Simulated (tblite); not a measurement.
Record of a relaxation.

Species: C₄H₁₁BS.
SMILES with atom numbers: `[CH3:1][B@@H-:2]1[CH2:3][CH2:4][S@@+:5]1[CH3:6]` (hydrogens: H7, H8, H9 on C1; H10 on B2; H11, H12 on C3; H13, H14 on C4; H15, H16, H17 on C6)

Computed with GFN2-xTB (tblite), gas phase: L-BFGS steps from a force-field or distance-geometry start until the largest atomic force falls under 0.01 eV/Å. 9 of its 110 geometries are shown.

Step 0: E = -506.3211 eV, largest atomic force 3.137 eV/Å
```
atom  x, y, z in Å  |  force x, y, z in eV/Å
C1     -2.033   -0.889    0.049   -0.651  -0.203  -0.215
B2     -0.596   -0.356    0.475   -0.909  -0.844   2.596
C3     -0.520    1.228    0.667   -0.670   0.895   0.021
C4      0.427    1.421   -0.525    0.450   1.172   0.996
S5      0.567   -0.313   -0.943    0.102  -0.717  -3.052
C6      2.156   -0.947   -0.477    1.556   0.221   1.124
H7     -1.984   -1.965   -0.196   -0.356   0.485   0.021
H8     -2.400   -0.329   -0.837   -0.058  -0.527   0.524
H9     -2.750   -0.743    0.888    0.373  -0.202  -0.757
H10    -0.142   -0.951    1.422    0.111  -0.141  -0.311
H11    -0.064    1.519    1.626   -0.398   0.382  -0.462
H12    -1.510    1.730    0.494    1.045  -0.072   0.456
H13     1.400    1.839   -0.193   -0.474  -0.109  -0.613
H14    -0.034    1.992   -1.345    0.500  -0.275   0.166
H15     2.113   -2.045   -0.423   -0.117   0.521  -0.053
H16     2.915   -0.639   -1.213   -0.301  -0.176   0.244
H17     2.448   -0.541    0.523   -0.203  -0.411  -0.686
```

Step 14: E = -506.9361 eV, largest atomic force 0.121 eV/Å
```
atom  x, y, z in Å  |  force x, y, z in eV/Å
C1     -2.083   -0.921    0.077   -0.099  -0.020  -0.018
B2     -0.681   -0.372    0.606    0.047  -0.098  -0.054
C3     -0.502    1.241    0.689    0.031   0.042  -0.031
C4      0.444    1.412   -0.494    0.013  -0.034  -0.044
S5      0.587   -0.325   -1.117    0.070   0.070   0.014
C6      2.193   -0.906   -0.473    0.014   0.009   0.012
H7     -2.061   -1.974   -0.193    0.062  -0.024  -0.010
H8     -2.432   -0.373   -0.796   -0.039   0.019  -0.034
H9     -2.855   -0.816    0.837   -0.011   0.037   0.080
H10    -0.076   -1.039    1.369    0.013  -0.018   0.039
H11    -0.061    1.630    1.606    0.022  -0.036   0.034
H12    -1.428    1.790    0.523    0.018   0.030   0.008
H13     1.437    1.790   -0.256   -0.045  -0.077  -0.024
H14     0.022    1.992   -1.314    0.054   0.004  -0.006
H15     2.118   -1.989   -0.425    0.021   0.065   0.060
H16     2.989   -0.633   -1.163   -0.088   0.065   0.036
H17     2.382   -0.496    0.515   -0.082  -0.034  -0.063
```

Step 27: E = -506.9565 eV, largest atomic force 0.052 eV/Å
```
atom  x, y, z in Å  |  force x, y, z in eV/Å
C1     -2.108   -0.929    0.081    0.007   0.011   0.011
B2     -0.684   -0.387    0.568   -0.006  -0.014  -0.002
C3     -0.470    1.228    0.671   -0.015  -0.047   0.015
C4      0.468    1.390   -0.519   -0.006   0.000  -0.004
S5      0.567   -0.340   -1.148   -0.009   0.017  -0.022
C6      2.163   -0.865   -0.454    0.012  -0.004   0.005
H7     -2.076   -1.984   -0.187   -0.012   0.018  -0.005
H8     -2.496   -0.387   -0.781   -0.008   0.006   0.015
H9     -2.844   -0.828    0.877    0.003   0.002   0.005
H10    -0.085   -1.065    1.332   -0.008   0.010  -0.014
H11    -0.005    1.574    1.595    0.013   0.005  -0.018
H12    -1.379    1.812    0.534    0.011  -0.005  -0.008
H13     1.476    1.717   -0.278    0.009   0.021  -0.003
H14     0.077    2.007   -1.326   -0.032   0.000  -0.016
H15     2.150   -1.948   -0.398    0.001  -0.029  -0.002
H16     2.960   -0.538   -1.113    0.035   0.024   0.000
H17     2.280   -0.446    0.538    0.005  -0.013   0.043
```

Step 41: E = -506.9654 eV, largest atomic force 0.049 eV/Å
```
atom  x, y, z in Å  |  force x, y, z in eV/Å
C1     -2.129   -0.910    0.087   -0.001  -0.003   0.004
B2     -0.679   -0.409    0.534    0.008   0.028  -0.006
C3     -0.446    1.200    0.653    0.020   0.025  -0.004
C4      0.460    1.384   -0.560   -0.006   0.001   0.012
S5      0.602   -0.346   -1.172    0.027  -0.031  -0.001
C6      2.178   -0.853   -0.414    0.000   0.000  -0.001
H7     -2.139   -1.957   -0.210    0.001  -0.001  -0.028
H8     -2.563   -0.332   -0.727    0.034   0.003  -0.007
H9     -2.811   -0.820    0.932   -0.011  -0.004   0.002
H10    -0.086   -1.106    1.283   -0.008   0.000   0.005
H11     0.049    1.526    1.569    0.003   0.017  -0.005
H12    -1.353    1.794    0.550    0.015   0.001   0.024
H13     1.460    1.761   -0.352   -0.007  -0.021   0.000
H14     0.022    1.974   -1.364   -0.025  -0.040   0.012
H15     2.205   -1.938   -0.436   -0.002   0.014   0.008
H16     3.005   -0.454   -0.995   -0.038   0.025   0.002
H17     2.217   -0.502    0.612   -0.010  -0.015  -0.017
```

Step 54: E = -506.9764 eV, largest atomic force 0.086 eV/Å
```
atom  x, y, z in Å  |  force x, y, z in eV/Å
C1     -2.128   -0.867    0.073   -0.023  -0.007   0.027
B2     -0.669   -0.422    0.551   -0.008  -0.022  -0.019
C3     -0.396    1.180    0.667   -0.019   0.000   0.018
C4      0.416    1.335   -0.609    0.029   0.009  -0.035
S5      0.601   -0.410   -1.153    0.004  -0.059  -0.062
C6      2.180   -0.841   -0.362    0.015   0.015  -0.004
H7     -2.159   -1.888   -0.305    0.015   0.011  -0.003
H8     -2.550   -0.221   -0.695    0.037  -0.012   0.000
H9     -2.805   -0.826    0.924   -0.049  -0.010   0.012
H10    -0.097   -1.147    1.291   -0.079   0.022   0.027
H11     0.173    1.501    1.539    0.034  -0.029   0.034
H12    -1.288    1.801    0.626   -0.055   0.005   0.056
H13     1.404    1.774   -0.494    0.067   0.028  -0.027
H14    -0.117    1.847   -1.406   -0.016   0.025  -0.040
H15     2.320   -1.911   -0.493    0.001   0.054   0.013
H16     2.980   -0.297   -0.858   -0.003  -0.024   0.033
H17     2.129   -0.597    0.694    0.049  -0.006  -0.030
```

Step 68: E = -506.9900 eV, largest atomic force 0.077 eV/Å
```
atom  x, y, z in Å  |  force x, y, z in eV/Å
C1     -2.154   -0.813    0.048   -0.013  -0.006   0.004
B2     -0.697   -0.436    0.579    0.037   0.048   0.008
C3     -0.316    1.145    0.681    0.009   0.008  -0.030
C4      0.358    1.272   -0.678   -0.005   0.029   0.009
S5      0.615   -0.489   -1.122   -0.030  -0.046  -0.031
C6      2.205   -0.802   -0.300   -0.025  -0.013  -0.005
H7     -2.180   -1.802   -0.404   -0.002  -0.034  -0.053
H8     -2.552   -0.107   -0.677   -0.001   0.011  -0.048
H9     -2.855   -0.841    0.878   -0.027   0.038   0.061
H10    -0.204   -1.185    1.348    0.028  -0.022  -0.010
H11     0.388    1.389    1.479   -0.025  -0.008   0.008
H12    -1.157    1.832    0.773    0.010  -0.005   0.018
H13     1.315    1.795   -0.704   -0.010   0.000  -0.006
H14    -0.293    1.680   -1.450   -0.018  -0.013   0.038
H15     2.481   -1.824   -0.536    0.026  -0.021   0.005
H16     2.947   -0.116   -0.695    0.023   0.001  -0.003
H17     2.092   -0.686    0.771    0.023   0.033   0.035
```

Step 82: E = -506.9956 eV, largest atomic force 0.090 eV/Å
```
atom  x, y, z in Å  |  force x, y, z in eV/Å
C1     -2.158   -0.795    0.028   -0.035  -0.046  -0.011
B2     -0.692   -0.453    0.570   -0.073  -0.035   0.040
C3     -0.299    1.119    0.699    0.035   0.048  -0.038
C4      0.339    1.253   -0.674    0.021   0.031  -0.064
S5      0.617   -0.509   -1.119   -0.027   0.051   0.027
C6      2.212   -0.778   -0.292    0.070  -0.027   0.015
H7     -2.215   -1.797   -0.394    0.002   0.019  -0.021
H8     -2.522   -0.100   -0.729    0.038  -0.030   0.043
H9     -2.872   -0.770    0.852    0.023   0.043  -0.013
H10    -0.215   -1.216    1.337    0.004  -0.032  -0.015
H11     0.422    1.337    1.487    0.039   0.008   0.012
H12    -1.124    1.820    0.822   -0.019  -0.022   0.008
H13     1.286    1.791   -0.741   -0.063   0.005   0.020
H14    -0.352    1.639   -1.421    0.027  -0.004   0.007
H15     2.490   -1.811   -0.473   -0.005  -0.012   0.036
H16     2.956   -0.121   -0.737   -0.035  -0.002   0.027
H17     2.118   -0.597    0.775   -0.003   0.005  -0.071
```

Step 95: E = -507.0003 eV, largest atomic force 0.014 eV/Å
```
atom  x, y, z in Å  |  force x, y, z in eV/Å
C1     -2.157   -0.787    0.015    0.003  -0.002  -0.001
B2     -0.690   -0.481    0.571    0.004   0.003  -0.002
C3     -0.289    1.092    0.714    0.004   0.001   0.004
C4      0.322    1.248   -0.670    0.000  -0.001   0.002
S5      0.623   -0.507   -1.121   -0.001   0.004  -0.002
C6      2.223   -0.759   -0.294   -0.002   0.000   0.001
H7     -2.259   -1.801   -0.368    0.007  -0.007  -0.002
H8     -2.468   -0.108   -0.777   -0.002   0.001   0.000
H9     -2.882   -0.683    0.822   -0.002   0.000  -0.001
H10    -0.221   -1.265    1.320    0.004   0.005  -0.003
H11     0.451    1.302    1.488    0.003  -0.004   0.000
H12    -1.115    1.784    0.868    0.001  -0.001   0.000
H13     1.253    1.809   -0.744   -0.002   0.004  -0.005
H14    -0.387    1.624   -1.405    0.000  -0.003   0.001
H15     2.471   -1.812   -0.384   -0.013   0.005   0.001
H16     2.975   -0.158   -0.797   -0.003  -0.005   0.004
H17     2.142   -0.485    0.752   -0.002  -0.001   0.002
```

Step 109: E = -507.0008 eV, largest atomic force 0.007 eV/Å
```
atom  x, y, z in Å  |  force x, y, z in eV/Å
C1     -2.151   -0.791    0.013   -0.001  -0.001  -0.001
B2     -0.684   -0.480    0.565   -0.003  -0.002  -0.001
C3     -0.283    1.093    0.715   -0.003  -0.003  -0.001
C4      0.320    1.255   -0.672    0.002   0.002   0.001
S5      0.621   -0.498   -1.127    0.002  -0.003  -0.001
C6      2.214   -0.760   -0.289   -0.005   0.001  -0.001
H7     -2.249   -1.807   -0.366    0.001   0.003  -0.002
H8     -2.464   -0.115   -0.781   -0.005  -0.002   0.002
H9     -2.877   -0.686    0.819    0.000   0.000  -0.002
H10    -0.210   -1.266    1.310    0.001   0.001   0.002
H11     0.461    1.297    1.486    0.004   0.005   0.001
H12    -1.108    1.786    0.877   -0.004   0.000   0.005
H13     1.248    1.821   -0.750    0.004   0.003  -0.001
H14    -0.396    1.630   -1.401    0.000  -0.003   0.000
H15     2.446   -1.817   -0.368    0.002  -0.005   0.000
H16     2.977   -0.174   -0.793    0.006   0.001  -0.004
H17     2.130   -0.476    0.753   -0.002   0.002   0.001
```

Question: Summarise the path.

Answer: The energy falls by 15.67 kcal/mol from step 0 to step 109; nine tenths of that is first reached at step 13. It falls at every step. The largest force goes from 3.137 to 0.007 eV/Å. Among the bonds B2–S5 changes most, from 1.834 to 2.137 Å; the atoms move by 0.393 Å rms after alignment.

Question: Follow the three bonds and two angles with the largest change from start to end.

Answer: 
```json
{"step": "0", "E above end (kcal/mol)": "15.67", "largest force (eV/Å)": "3.137", "B2–S5 (Å)": "1.834", "C4–S5 (Å)": "1.789", "S5–C6 (Å)": "1.773", "C4–S5–C6 (°)": "110.8", "B2–S5–C6 (°)": "110.9"}
{"step": "5", "E above end (kcal/mol)": "2.80", "largest force (eV/Å)": "0.324", "B2–S5 (Å)": "2.131", "C4–S5 (Å)": "1.864", "S5–C6 (Å)": "1.823", "C4–S5–C6 (°)": "106.1", "B2–S5–C6 (°)": "103.1"}
{"step": "9", "E above end (kcal/mol)": "1.77", "largest force (eV/Å)": "0.213", "B2–S5 (Å)": "2.129", "C4–S5 (Å)": "1.839", "S5–C6 (Å)": "1.822", "C4–S5–C6 (°)": "106.1", "B2–S5–C6 (°)": "103.7"}
{"step": "14", "E above end (kcal/mol)": "1.49", "largest force (eV/Å)": "0.121", "B2–S5 (Å)": "2.140", "C4–S5 (Å)": "1.850", "S5–C6 (Å)": "1.825", "C4–S5–C6 (°)": "104.4", "B2–S5–C6 (°)": "103.3"}
{"step": "19", "E above end (kcal/mol)": "1.20", "largest force (eV/Å)": "0.106", "B2–S5 (Å)": "2.144", "C4–S5 (Å)": "1.844", "S5–C6 (Å)": "1.820", "C4–S5–C6 (°)": "102.5", "B2–S5–C6 (°)": "102.2"}
{"step": "24", "E above end (kcal/mol)": "1.05", "largest force (eV/Å)": "0.061", "B2–S5 (Å)": "2.126", "C4–S5 (Å)": "1.842", "S5–C6 (Å)": "1.820", "C4–S5–C6 (°)": "101.1", "B2–S5–C6 (°)": "101.8"}
{"step": "28", "E above end (kcal/mol)": "1.02", "largest force (eV/Å)": "0.040", "B2–S5 (Å)": "2.125", "C4–S5 (Å)": "1.844", "S5–C6 (Å)": "1.818", "C4–S5–C6 (°)": "100.9", "B2–S5–C6 (°)": "101.6"}
{"step": "33", "E above end (kcal/mol)": "0.95", "largest force (eV/Å)": "0.093", "B2–S5 (Å)": "2.134", "C4–S5 (Å)": "1.838", "S5–C6 (Å)": "1.821", "C4–S5–C6 (°)": "100.9", "B2–S5–C6 (°)": "101.0"}
{"step": "38", "E above end (kcal/mol)": "0.85", "largest force (eV/Å)": "0.094", "B2–S5 (Å)": "2.137", "C4–S5 (Å)": "1.846", "S5–C6 (Å)": "1.818", "C4–S5–C6 (°)": "100.6", "B2–S5–C6 (°)": "100.3"}
{"step": "43", "E above end (kcal/mol)": "0.80", "largest force (eV/Å)": "0.080", "B2–S5 (Å)": "2.135", "C4–S5 (Å)": "1.839", "S5–C6 (Å)": "1.821", "C4–S5–C6 (°)": "101.0", "B2–S5–C6 (°)": "100.2"}
{"step": "47", "E above end (kcal/mol)": "0.75", "largest force (eV/Å)": "0.091", "B2–S5 (Å)": "2.135", "C4–S5 (Å)": "1.845", "S5–C6 (Å)": "1.818", "C4–S5–C6 (°)": "100.5", "B2–S5–C6 (°)": "99.8"}
{"step": "52", "E above end (kcal/mol)": "0.62", "largest force (eV/Å)": "0.127", "B2–S5 (Å)": "2.123", "C4–S5 (Å)": "1.836", "S5–C6 (Å)": "1.819", "C4–S5–C6 (°)": "100.7", "B2–S5–C6 (°)": "100.0"}
{"step": "57", "E above end (kcal/mol)": "0.46", "largest force (eV/Å)": "0.126", "B2–S5 (Å)": "2.133", "C4–S5 (Å)": "1.843", "S5–C6 (Å)": "1.817", "C4–S5–C6 (°)": "100.0", "B2–S5–C6 (°)": "99.3"}
{"step": "62", "E above end (kcal/mol)": "0.37", "largest force (eV/Å)": "0.050", "B2–S5 (Å)": "2.136", "C4–S5 (Å)": "1.838", "S5–C6 (Å)": "1.818", "C4–S5–C6 (°)": "100.3", "B2–S5–C6 (°)": "99.4"}
{"step": "66", "E above end (kcal/mol)": "0.30", "largest force (eV/Å)": "0.067", "B2–S5 (Å)": "2.149", "C4–S5 (Å)": "1.838", "S5–C6 (Å)": "1.817", "C4–S5–C6 (°)": "100.2", "B2–S5–C6 (°)": "99.8"}
{"step": "71", "E above end (kcal/mol)": "0.22", "largest force (eV/Å)": "0.038", "B2–S5 (Å)": "2.148", "C4–S5 (Å)": "1.838", "S5–C6 (Å)": "1.818", "C4–S5–C6 (°)": "100.3", "B2–S5–C6 (°)": "100.6"}
{"step": "76", "E above end (kcal/mol)": "0.19", "largest force (eV/Å)": "0.048", "B2–S5 (Å)": "2.147", "C4–S5 (Å)": "1.837", "S5–C6 (Å)": "1.821", "C4–S5–C6 (°)": "100.5", "B2–S5–C6 (°)": "100.9"}
{"step": "81", "E above end (kcal/mol)": "0.14", "largest force (eV/Å)": "0.082", "B2–S5 (Å)": "2.139", "C4–S5 (Å)": "1.838", "S5–C6 (Å)": "1.817", "C4–S5–C6 (°)": "99.7", "B2–S5–C6 (°)": "100.6"}
{"step": "85", "E above end (kcal/mol)": "0.05", "largest force (eV/Å)": "0.059", "B2–S5 (Å)": "2.139", "C4–S5 (Å)": "1.835", "S5–C6 (Å)": "1.819", "C4–S5–C6 (°)": "99.6", "B2–S5–C6 (°)": "100.7"}
{"step": "90", "E above end (kcal/mol)": "0.02", "largest force (eV/Å)": "0.024", "B2–S5 (Å)": "2.142", "C4–S5 (Å)": "1.837", "S5–C6 (Å)": "1.818", "C4–S5–C6 (°)": "99.4", "B2–S5–C6 (°)": "100.6"}
{"step": "95", "E above end (kcal/mol)": "0.01", "largest force (eV/Å)": "0.014", "B2–S5 (Å)": "2.141", "C4–S5 (Å)": "1.837", "S5–C6 (Å)": "1.819", "C4–S5–C6 (°)": "99.5", "B2–S5–C6 (°)": "100.5"}
{"step": "100", "E above end (kcal/mol)": "0.01", "largest force (eV/Å)": "0.018", "B2–S5 (Å)": "2.139", "C4–S5 (Å)": "1.836", "S5–C6 (Å)": "1.819", "C4–S5–C6 (°)": "99.5", "B2–S5–C6 (°)": "100.1"}
{"step": "104", "E above end (kcal/mol)": "0.00", "largest force (eV/Å)": "0.013", "B2–S5 (Å)": "2.137", "C4–S5 (Å)": "1.836", "S5–C6 (Å)": "1.818", "C4–S5–C6 (°)": "99.6", "B2–S5–C6 (°)": "100.0"}
{"step": "109", "E above end (kcal/mol)": "0.00", "largest force (eV/Å)": "0.007", "B2–S5 (Å)": "2.137", "C4–S5 (Å)": "1.836", "S5–C6 (Å)": "1.819", "C4–S5–C6 (°)": "99.6", "B2–S5–C6 (°)": "99.8"}
```

The cost below is that of the whole relaxation. Time: 1.4 s. Hardware: an AMD EPYC with one thread, no GPU, shared host.
